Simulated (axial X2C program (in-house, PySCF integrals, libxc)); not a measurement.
Results of a calculation; reference values are marked as such.
GaB⁺: input and output

Program: an in-house all-electron X2C program for linear molecules (integrals from PySCF).

The run was started with this input:
```json
{
 "zs": [
  31,
  5
 ],
 "q": 1,
 "bas": [
  "dyall-cv3z",
  "dyall-v3z"
 ],
 "levels": [
  "PBE0",
  "HF",
  "TPSSh"
 ],
 "cc": true,
 "r0": 2.09,
 "thr": -2.0,
 "nmax": 90,
 "npts": 10,
 "nst": 2,
 "ntry": 6
}
```
```bash
python so2c.py task.json out
```

Keys: zs atomic numbers; q charge; bas basis sets; levels methods; cc coupled cluster on or off; r0 starting distance in Å; thr threshold in hartree for freezing inner shells (an s shell follows its p shell); nmax most natural virtual spinors; npts points on the curve; nst determinants followed; ntry starts of the search. HF also brings MP2.

Output of the HF step, without spin–orbit coupling, at R = 2.794 Å for the state M_S = 1/2, Λ = 0. It starts from PBE0 orbitals of this distance.

```
spin-free X2C-1e  HF
basis functions 150  fitting functions 890  grid points 5084
iter        total energy     max residual
   1      -1966.564426402     1.70e-01
   2      -1966.586641539     1.01e-02
   3      -1966.587724718     1.26e-02
   4      -1966.588302906     1.50e-03
   5      -1966.588412646     8.81e-04
   6      -1966.588450142     4.30e-04
   7      -1966.588459255     1.41e-04
   8      -1966.588460326     5.40e-05
   9      -1966.588460452     2.21e-05
  10      -1966.588460475     9.41e-06
  11      -1966.588460480     2.25e-06
  12      -1966.588460481     1.16e-06
converged
one-electron -2791.40451595  Coulomb 873.58109286  exact exchange -78.12168295  xc functional 0.00000000  nuclear repulsion 29.35664556
correlated 15  virtual 239  natural virtual 89  E(MP2) -0.572727762  MP2 remainder -0.049818328
iter   CCSD correlation   residual
   1     -0.489843410   1.60e-01
   2     -0.510320922   6.83e-02
   3     -0.512086432   3.20e-02
   4     -0.511868899   9.86e-03
   5     -0.512238941   4.38e-03
   6     -0.512253868   1.98e-03
   7     -0.512235542   7.17e-04
   8     -0.512255651   3.06e-04
   9     -0.512247699   1.28e-04
  10     -0.512249499   4.25e-05
  11     -0.512247887   1.83e-05
  12     -0.512247856   7.44e-06
  13     -0.512247810   2.93e-06
  14     -0.512247805   1.39e-06
(T) -0.012056595  T1 0.0218  D1 0.0595  max T2 0.071
```
Energies are in hartree; totals compare only within one Hamiltonian and basis. T1 in the output is the amplitude norm over the root of the electron number; divide by √2 for the Lee–Taylor value.
